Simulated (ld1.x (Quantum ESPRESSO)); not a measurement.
u(r) = r·R(r): atom against pseudo-atom (Li (Z = 3))

Columns: radius, all-electron u(r) and pseudo u(r) of the 2p shell (level -1.32 eV) of lithium in the configuration 1s2 2s0.5 2p0.5; PBEsol, non-relativistic, RRKJ scheme, ld1.x (Quantum ESPRESSO) 7.5.

```tsv
r (bohr)	all-electron	pseudo
0.210	0.0155	0.0062
0.420	0.0482	0.0244
0.630	0.0871	0.0529
0.840	0.1271	0.0897
1.050	0.1661	0.1319
1.260	0.2030	0.1766
1.470	0.2374	0.2212
1.680	0.2688	0.2632
1.890	0.2979	0.3010
2.100	0.3252	0.3336
2.310	0.3498	0.3607
2.520	0.3712	0.3823
2.730	0.3893	0.3990
2.940	0.4041	0.4116
3.150	0.4158	0.4209
3.360	0.4245	0.4274
3.570	0.4303	0.4316
3.780	0.4335	0.4339
3.990	0.4342	0.4342
4.200	0.4326	0.4326
4.410	0.4290	0.4290
4.620	0.4236	0.4236
4.830	0.4165	0.4165
5.040	0.4080	0.4080
5.250	0.3983	0.3983
5.460	0.3877	0.3877
```

(1) How many radial nodes do the two functions have?

(2) At about which radius was the pseudo-wave matched?

(3) Is the pseudo-wave norm-conserving?

Results:

(1) The all-electron 2p function has n − l − 1 = 0; the pseudo-wave has 0.

(2) 4.20 bohr. The columns agree to 0.0005 from 3.78 bohr on; several derivatives are matched, so the curves merge somewhat inside the radius.

(3) Yes: the RRKJ scheme keeps the norm inside the radius equal to the all-electron one, which fixes the energy derivative of the logarithmic derivative at the level.
